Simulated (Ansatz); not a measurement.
C₃H₆FNSi (`FC1=NCC[SiH2]1`), relaxed with RKS PBE-D4/def2-SVP in Ansatz from a rough embedded geometry. The force threshold is 0.03 eV/Å; the program also tests the step.

Charge 0, multiplicity 1.

Start:

```xyz
12

F    -0.211   -2.858    0.452
C    -0.201   -1.508    0.145
N    -0.434   -1.129   -1.060
C    -0.400    0.312   -1.299
C     0.390    1.010   -0.130
Si    0.192   -0.129    1.353
H    -1.451    0.667   -1.224
H    -0.004    0.601   -2.252
H     1.510    1.019   -0.397
H     0.097    2.024    0.073
H    -0.957    0.278    2.215
H     1.469   -0.288    2.125
```

How much energy does the relaxation release, and in how many steps? (Best estimate.)

Computed: 22.65 kJ/mol, in 9 steps, 1 of them rejected.

Which bonds change most? (An estimate is asked.)

Computed: C5–H9 from 1.151 to 1.110 Å; F1–C2 from 1.385 to 1.345 Å; C4–H8 from 1.073 to 1.111 Å; C2–Si6 from 1.876 to 1.913 Å.

Give the relaxed structure. (Best estimate.)

Ansatz gave: 
```xyz
12

F    -0.406   -2.805    0.487
C    -0.260   -1.512    0.148
N    -0.513   -1.138   -1.040
C    -0.352    0.292   -1.278
C     0.348    1.070   -0.115
Si    0.271   -0.127    1.356
H    -1.366    0.708   -1.468
H     0.199    0.422   -2.234
H     1.414    1.262   -0.360
H    -0.120    2.056    0.069
H    -0.790    0.158    2.383
H     1.576   -0.386    2.052
```
